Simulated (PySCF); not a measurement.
Mg(iPr)(NH2) (C3H9MgN), SMILES C[CH](C)[Mg][NH2].

Coordinates come from a B3LYP-D3(BJ)/def2-SVP optimisation. The structure was generated by enumeration; whether it is a known compound was not checked. Other conformers were not sampled.

Method: TDDFT-PBE0/def2-SVPD run with PySCF 2.14.0.

Vertical excitations. 

Computed excitation energies, oscillator strengths and character:
| state | energy (eV) | λ (nm) | f | main pairs |
|---|---|---|---|---|
| S1 | 4.23 | 293 | 0.057 | HOMO→LUMO 95 % |
| S2 | 4.65 | 267 | 0.135 | HOMO−1→LUMO 92 % |
| S3 | 4.86 | 255 | 0.000 | HOMO→LUMO+1 93 % |
| S4 | 5.00 | 248 | 0.044 | HOMO−1→LUMO+1 94 % |
| S5 | 5.23 | 237 | 0.035 | HOMO−1→LUMO+2 94 % |
| S6 | 5.51 | 225 | 0.067 | HOMO→LUMO+2 92 % |
| S7 | 5.72 | 217 | 0.011 | HOMO→LUMO+3 89 % |
| S8 | 5.86 | 211 | 0.045 | HOMO−1→LUMO+3 92 % |
| S9 | 6.67 | 186 | 0.000 | HOMO→LUMO+4 88 % |
| S10 | 6.85 | 181 | 0.012 | HOMO−1→LUMO+4 88 % |
| T1 | 3.85 | 322 | 0 | HOMO−1→LUMO 89 % |
| T2 | 3.90 | 318 | 0 | HOMO→LUMO 91 % |
| T3 | 4.71 | 263 | 0 | HOMO−1→LUMO+1 90 % |
| T4 | 4.80 | 258 | 0 | HOMO→LUMO+2 85 % |
Triplets are in the Tamm–Dancoff approximation, which puts them higher than full response would, so one can lie above its singlet here.
